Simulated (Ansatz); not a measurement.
Reaction (atomization): `FCCBS` → B• + 2 C• + F• + 6 H• + S•

Computed with Ansatz on PBE0-D4/def2-TZVP structures; ΔE is electronic, products minus reactants. CCSD(T)/CBS adds triple-zeta CCSD(T) − MP2 to the extrapolated MP2 energy (def2 sets, frozen cores). This one scheme is used for every species, atoms too. Functionals use def2-TZVPP. B3LYP here is the variant with VWN-RPA as its local correlation; programs differ in this. Open shells (•) are unrestricted, without spin–orbit coupling. Spin–orbit coupling would lower the free atoms: a little for B, C, F, S. One conformer a species, not always the lowest.

(1) What is ΔE at CCSD(T)/CBS? (An estimate is asked.)

(2) What do these levels give: r2SCAN-D4, ωB97X-V, B3LYP, SCS-MP2/def2-TZVPP, HF/def2-QZVPP, SCS-MP2/def2-QZVPP? (Estimate.)

Largest T1 diagnostic among the species: 0.014.

Results:

(1) The calculation gave: +4105.7 kJ/mol.

(2) The calculation gave: r2SCAN-D4 4142.8, ωB97X-V 4129.8, B3LYP 4086.0, SCS-MP2/def2-TZVPP 4051.1, HF/def2-QZVPP 3083.6, SCS-MP2/def2-QZVPP 4111.6 kJ/mol.

The D4 term adds +31.6 kJ/mol with B3LYP and +16.6 kJ/mol with PBE0; it sums over pairs of atoms, weighted by their polarisabilities, and B3LYP, whose exchange is more repulsive, gets the larger term. In def2-TZVPP, CCSD(T) changes the Hartree–Fock value by +931.1 kJ/mol (the triples alone add +57.2 kJ/mol) and MP2 by +998.5 kJ/mol; breaking electron pairs costs correlation energy, which Hartree–Fock lacks. From PBE to PBE0 (25 % exact exchange), in def2-TZVPP and without D4, ΔE moves by −62.6 kJ/mol: exact exchange takes away binding that semilocal exchange gives to molecules.

For atomizations the MP2-based limit and the directly extrapolated one differ by several kJ/mol either way, and by 10 to 25 for some Ge, Se and Sn compounds, so smaller differences from it don't rank the levels.
